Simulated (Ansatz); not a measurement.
Cost and result for the atomization energy of `C/C([SiH3])=N\[SiH3]` (14 atoms, 13 bonds).

| atom | x (Å) | y (Å) | z (Å) |
| --- | --- | --- | --- |
| C1 | -0.208 | 0.328 | 1.499 |
| C2 | -0.390 | -0.023 | 0.052 |
| Si3 | -2.139 | -0.364 | -0.639 |
| N4 | 0.526 | -0.131 | -0.815 |
| Si5 | 2.250 | 0.047 | -0.779 |
| H6 | -0.781 | 1.230 | 1.738 |
| H7 | 0.840 | 0.489 | 1.757 |
| H8 | -0.617 | -0.468 | 2.129 |
| H9 | -3.191 | -0.165 | 0.397 |
| H10 | -2.188 | -1.770 | -1.113 |
| H11 | -2.387 | 0.561 | -1.772 |
| H12 | 2.822 | -1.250 | -1.220 |
| H13 | 2.590 | 1.106 | -1.762 |
| H14 | 2.872 | 0.410 | 0.530 |

The species carries charge 0 and has multiplicity 1. The structure was optimised at the PBE0-D4/def2-TZVP level. Program: Ansatz. All runs use 4 threads of an Intel Xeon 6975P-C on a shared host. Times are those of one run each, without the atoms' runs, and a repeat can differ threefold. Electronic energies, without spin–orbit coupling; frozen cores. CCSD(T)/CBS adds CCSD(T) − MP2 in def2-TZVPP to the MP2 limit, and its time is that of the two runs behind it. T1 = 0.013. B3LYP takes the VWN-RPA correlation (the form of Gaussian; ORCA's B3LYP/G).

CCSD(T)/CBS is a level of theory with its own doubt, some kJ/mol a heavy atom from the limit and from the frozen cores, so smaller differences don't rank the functionals.

| level | functions | wall time |
| --- | --- | --- |
| PBE-D4/def2-TZVPP (with forces) | 303 | 1.9 s |
| PBE0-D4/def2-TZVPP | 303 | 2.1 s |
| r2SCAN-D4/def2-TZVPP (with forces) | 303 | 3 s |
| B3LYP-D4/def2-TZVPP (with forces) | 303 | 3.6 s |
| B2PLYP/def2-TZVPP | 303 | 4.2 s |
| ωB97X-V/def2-TZVPP | 303 | 5.5 s |
| ωB97M-V/def2-TZVPP (with forces) | 303 | 7.5 s |
| MP2/def2-QZVPP | 581 | 21 s |
| CCSD(T)/def2-TZVPP | 303 | 2.8 min |
| CCSD(T)/CBS(def2) | – | 3.2 min |

Q: What atomization energy does each give, and how far from CCSD(T)/CBS? (Best estimate.)

A: Ansatz gave: 
```
                             level  atomization (kJ/mol)  difference from CCSD(T)/CBS  per bond
   PBE-D4/def2-TZVPP (with forces)                4914.4                         48.8       3.8
                PBE0-D4/def2-TZVPP                4852.4                        -13.2      -1.0
r2SCAN-D4/def2-TZVPP (with forces)                4862.5                         -3.1      -0.2
 B3LYP-D4/def2-TZVPP (with forces)                4887.6                         22.0       1.7
                 B2PLYP/def2-TZVPP                4817.0                        -48.6      -3.7
                ωB97X-V/def2-TZVPP                4896.3                         30.7       2.4
  ωB97M-V/def2-TZVPP (with forces)                4881.3                         15.7       1.2
                    MP2/def2-QZVPP                4834.4                        -31.2      -2.4
                CCSD(T)/def2-TZVPP                4738.8                       -126.8      -9.8
                 CCSD(T)/CBS(def2)                4865.6                          0.0       0.0
```

In def2-TZVPP, CCSD(T) changes the Hartree–Fock value by +1157.8 kJ/mol (the triples alone add +63.4 kJ/mol) and MP2 by +1177.7 kJ/mol; breaking electron pairs costs correlation energy, which Hartree–Fock lacks. The D4 term adds +50.8 kJ/mol with B3LYP and +27.0 kJ/mol with PBE0; it sums over pairs of atoms, weighted by their polarisabilities, and B3LYP, whose exchange is more repulsive, gets the larger term. From PBE to PBE0 (25 % exact exchange), in def2-TZVPP and without D4, the atomization energy moves by −57.4 kJ/mol: exact exchange takes away binding that semilocal exchange gives to molecules.
